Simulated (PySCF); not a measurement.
H4GeO4 (SMILES [OH][Ge]([OH])([OH])[OH]), singlet, geometry from GFN2-xTB; SVWN5/3-21G in PySCF.

PySCF was given this input:
```python
from pyscf import gto, scf, dft

mol = gto.M(
    atom='''
O     0.445191    1.385714   -0.919279
Ge    0.000000    0.000000   -0.000000
O    -1.136015    0.325092    1.251902
O    -0.739328   -1.115158   -1.083185
O     1.430152   -0.595648    0.750562
H    -0.184877    1.665715   -1.580300
H    -0.778925    0.721116    2.044358
H    -1.255728   -1.808535   -0.677113
H     2.219530   -0.578296    0.213054
''',
    basis='3-21g',
    charge=0,
    spin=0,
    verbose=4,
)

mf = dft.RKS(mol)
mf.xc = 'lda,vwn'
mf.init_guess = 'atom'
mf.kernel()
mf.analyze()
```

Output, abridged:

```
PySCF version 2.14.0

[INPUT] verbose = 4
[INPUT] num. atoms = 9
[INPUT] num. electrons = 68
[INPUT] charge = 0
[INPUT] spin (= nelec alpha-beta = 2S) = 0
[INPUT] symmetry False subgroup None
[INPUT] Mole.unit = angstrom
[INPUT] Symbol           X                Y                Z      unit          X                Y                Z       unit  Magmom
[...]
nuclear repulsion = 450.800407045875
number of shells = 38
number of NR pGTOs = 126
number of NR cGTOs = 66
basis = 3-21g
ecp = {}

******** <class 'pyscf.dft.rks.RKS'> ********
method = RKS
initial guess = atom
damping factor = 0
level_shift factor = 0
DIIS = <class 'pyscf.scf.diis.CDIIS'>
diis_start_cycle = 1
diis_space = 8
diis_damp = 0
SCF conv_tol = 1e-09
SCF conv_tol_grad = None
SCF max_cycles = 50
direct_scf = True
direct_scf_tol = 1e-13
XC library pyscf.dft.libxc version 7.1.2
    S. Lehtola, C. Steigemann, M. J. T. Oliveira, and M. A. L. Marques,  SoftwareX 7, 1–5 (2018)
XC functionals = lda,vwn
    P. A. M. Dirac,  Math. Proc. Cambridge Philos. Soc. 26, 376 (1930)
    F. Bloch,  Z. Phys. 57, 545 (1929)
    S. H. Vosko, L. Wilk, and M. Nusair,  Can. J. Phys. 58, 1200 (1980)
radial grids:
    Treutler-Ahlrichs [JCP 102, 346 (1995); DOI:10.1063/1.469408] (M4) radial grids

becke partition: Becke, JCP 88, 2547 (1988); DOI:10.1063/1.454033
pruning grids: <function nwchem_prune>
grids dens level: 3
symmetrized grids: False
atomic radii adjust function: <function treutler_atomic_radii_adjust>
small_rho_cutoff = 0
Set gradient conv threshold to 3.16228e-05
Initial guess from superposition of atomic densities.
Spherically averaged atomic HF for {'Ge', 'H', 'O'}

******** <class 'pyscf.scf.atom_hf.AtomSphAverageRHF'> ********
method = AtomSphAverageRHF
initial guess = minao
damping factor = 0
level_shift factor = 0
DIIS = <class 'pyscf.scf.diis.CDIIS'>
diis_start_cycle = 1
diis_space = 8
diis_damp = 0
SCF conv_tol = 1e-09
SCF conv_tol_grad = None
SCF max_cycles = 50
direct_scf = True
direct_scf_tol = 1e-13
atom = O
Set gradient conv threshold to 3.16228e-05
Initial guess from minao.
init E= -73.8065218628303
cycle= 1 E= -73.8653579720977  delta_E= -0.0588  |g|=    0  |ddm|= 0.104
cycle= 2 E= -73.865420465654  delta_E= -6.25e-05  |g|=    0  |ddm|= 0.0133
cycle= 3 E= -73.8654283719223  delta_E= -7.91e-06  |g|=    0  |ddm|= 0.00347
cycle= 4 E= -73.8654283849476  delta_E= -1.3e-08  |g|=    0  |ddm|= 0.000217
cycle= 5 E= -73.8654283849564  delta_E= -8.8e-12  |g|=    0  |ddm|= 5.79e-06
Extra cycle  E= -73.8654283849564  delta_E=    0  |g|=    0  |ddm|= 5.73e-10
Atomic HF for atom  O  converged. SCF energy = -73.8654283849564

******** <class 'pyscf.scf.atom_hf.AtomSphAverageRHF'> ********
method = AtomSphAverageRHF
initial guess = minao
damping factor = 0
level_shift factor = 0
DIIS = <class 'pyscf.scf.diis.CDIIS'>
diis_start_cycle = 1
diis_space = 8
diis_damp = 0
SCF conv_tol = 1e-09
SCF conv_tol_grad = None
SCF max_cycles = 50
direct_scf = True
direct_scf_tol = 1e-13
atom = Ge
Set gradient conv threshold to 3.16228e-05
Initial guess from minao.
init E= -2063.09251753449
cycle= 1 E= -2065.07737713422  delta_E= -1.98  |g|=    0  |ddm|= 0.48
cycle= 2 E= -2065.07857040382  delta_E= -0.00119  |g|=    0  |ddm|= 0.126
cycle= 3 E= -2065.07859837237  delta_E= -2.8e-05  |g|=    0  |ddm|= 0.0137
cycle= 4 E= -2065.07859953535  delta_E= -1.16e-06  |g|=    0  |ddm|= 0.00498
cycle= 5 E= -2065.07859955155  delta_E= -1.62e-08  |g|=    0  |ddm|= 0.000424
cycle= 6 E= -2065.07859955155  delta_E= -3.64e-12  |g|=    0  |ddm|= 8.37e-06
Extra cycle  E= -2065.07859955155  delta_E= 9.09e-13  |g|=    0  |ddm|= 1.24e-07
Atomic HF for atom  Ge  converged. SCF energy = -2065.07859955155

******** 1 electron system ********
Atomic HF for atom  H  converged. SCF energy = -0.496198609380939

tot grids = 116200
init E= -2364.10587442878
[...]
cycle= 1 E= -2362.93037565879  delta_E= 1.18  |g|=  1.7  |ddm|= 2.97
[...]
cycle= 2 E= -2362.05200661208  delta_E= 0.878  |g|=  2.7  |ddm|= 3.25
[...]
cycle= 3 E= -2363.4099005942  delta_E= -1.36  |g|= 0.11  |ddm|= 2.34
[...]
cycle= 4 E= -2363.41271634983  delta_E= -0.00282  |g|= 0.0301  |ddm|= 0.172
[...]
cycle= 5 E= -2363.41303909411  delta_E= -0.000323  |g|= 0.00389  |ddm|= 0.0507
[...]
cycle= 6 E= -2363.41304182381  delta_E= -2.73e-06  |g|= 0.000245  |ddm|= 0.00268
[...]
cycle= 7 E= -2363.41304183273  delta_E= -8.93e-09  |g|= 9.5e-05  |ddm|= 0.000223
[...]
cycle= 8 E= -2363.41304183436  delta_E= -1.62e-09  |g|= 1.44e-05  |ddm|= 8.07e-05
[...]
cycle= 9 E= -2363.4130418344  delta_E= -4.77e-11  |g|= 9.54e-07  |ddm|= 1.16e-05
[...]
Extra cycle  E= -2363.4130418344  delta_E= 7.28e-12  |g|= 1.73e-06  |ddm|= 1.99e-06
converged SCF energy = -2363.4130418344
**** SCF Summaries ****
Total Energy =                       -2363.413041834396608
Nuclear Repulsion Energy =             450.800407045875147
One-electron Energy =                -4197.898630656888599
Two-electron Energy =                 1383.685181776616901
Two-electron Coulomb Energy =         1493.339057478541235
DFT Exchange-Correlation Energy =     -109.653875701924278
HOMO-LUMO gap [eV] =                     6.012158935389686
**** MO energy ****
[...]
 ** Mulliken pop on meta-lowdin orthogonal AOs  **
 ** Mulliken pop  **
 ** Mulliken atomic charges  **
charge of    0O =     -0.59270
charge of    1Ge =      1.12386
charge of    2O =     -0.59270
charge of    3O =     -0.59270
charge of    4O =     -0.59270
charge of    5H =      0.31173
charge of    6H =      0.31173
charge of    7H =      0.31173
charge of    8H =      0.31173
Dipole moment(X, Y, Z, Debye):  0.00000, -0.00000,  0.00001
```
